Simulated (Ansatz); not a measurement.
C2H9AlSi2, SMILES `C[SiH2][SiH]1[CH2][AlH]1`: the same geometry under several functionals.

```yaml
crystal:
  periodic: [false, false, false]
  atoms:
    - {symbol: C, position_ang: [-1.966435, -0.240562, -1.499984]}
    - {symbol: Si, position_ang: [-0.810402, -1.156352, -0.336269]}
    - {symbol: Si, position_ang: [0.183226, 0.207104, 1.265484]}
    - {symbol: C, position_ang: [1.582970, 1.309766, 0.496964]}
    - {symbol: Al, position_ang: [2.474057, -0.045107, 1.575801]}
    - {symbol: H, position_ang: [-2.807906, 0.185104, -0.949150]}
    - {symbol: H, position_ang: [-2.361933, -0.913989, -2.264206]}
    - {symbol: H, position_ang: [-1.441811, 0.575956, -2.000718]}
    - {symbol: H, position_ang: [0.307767, -1.760829, -1.122389]}
    - {symbol: H, position_ang: [-1.536462, -2.276986, 0.326226]}
    - {symbol: H, position_ang: [-0.792792, 0.911158, 2.147512]}
    - {symbol: H, position_ang: [1.614345, 1.423501, -0.586193]}
    - {symbol: H, position_ang: [1.635359, 2.300644, 0.962319]}
    - {symbol: H, position_ang: [3.906917, -0.548507, 2.013600]}
basis:
  gaussian: {orbitals: def2-TZVPP}
hamiltonian: {xc: {name: B2PLYP}}
```

```sh
$ ansatz run in.yaml --threads 4 --pin off --events-out ev --progress --plain --max-ram 10444MiB
```

It prints (some lines left out):

```
Functional definition: B2PLYP
1794 factors; integrals over basis functions are off by at most 1.3e-3 eV
mean field evaluation 1: about -24546.1947 eV, gradient 6.0e1 eV
mean field evaluation 2: about -24546.3625 eV, gradient 6.1e1 eV
mean field evaluation 4: about -24554.9948 eV, gradient 6.3e0 eV
mean field evaluation 8: about -24555.1170 eV, gradient 4.9e-1 eV
mean field evaluation 16: about -24555.1178 eV, gradient 3.0e-4 eV
mean field -24555.11778417 eV, -902.3839345115 hartree, gradient 8.4e-6 eV, S^2 0.000000; 0 other end points of the search recorded, 0 dependent functions left out
17 core orbitals not correlated: weight in the atoms' cores, before any rotation towards them, 1.000 or more for the frozen orbitals, at most 0.000 for the correlated occupied ones
reference -24555.11800607 eV, -902.3839426662 hartree; 14, 14 occupied and 283, 283 virtual orbitals, 1794 factors
second order -22.61118709 eV of doubles, -0.00000000 eV of singles
Total energy: -24561.22302658 eV, -902.6082980320 hartree
```

It took 9 s on 4 threads of an Arm Neoverse V1 on a shared host, with 0.97 GiB of host memory at the peak.

With the line `hamiltonian: {xc: {name: B3LYP}, dispersion: d4}` and forces (abridged; 8 s):

```
Functional definition: B3LYP
mean field evaluation 16: about -24575.2561 eV, gradient 3.6e-4 eV
mean field -24575.25609306 eV, -903.1240037129 hartree, gradient 3.1e-5 eV, S^2 0.000000
Total energy: -24575.80684715 eV, -903.1442435526 hartree
Atom 0 force    -0.061635     0.041833    -0.068758 eV/Å
Atom 1 force     0.051727    -0.166734     0.031642 eV/Å
Atom 2 force    -0.127534     0.003651     0.110963 eV/Å
Atom 3 force     0.036413     0.122703    -0.063521 eV/Å
Atom 4 force     0.149772    -0.055389     0.065282 eV/Å
Atom 5 force     0.030209    -0.013204    -0.039254 eV/Å
Atom 6 force     0.004661     0.048179     0.023957 eV/Å
Atom 7 force    -0.038877    -0.032934     0.012925 eV/Å
Atom 8 force    -0.066455     0.031123     0.042379 eV/Å
Atom 9 force     0.037458     0.060153    -0.045573 eV/Å
Atom 10 force     0.044594    -0.035123    -0.050900 eV/Å
Atom 11 force     0.002946     0.007715     0.059705 eV/Å
Atom 12 force     0.009915    -0.042179    -0.049183 eV/Å
Atom 13 force    -0.073193     0.030206    -0.029664 eV/Å
Dipole moment:     0.079105     0.107344    -0.059754 e Å
```

B3LYP takes the VWN-RPA correlation (the form of Gaussian; ORCA's B3LYP/G).
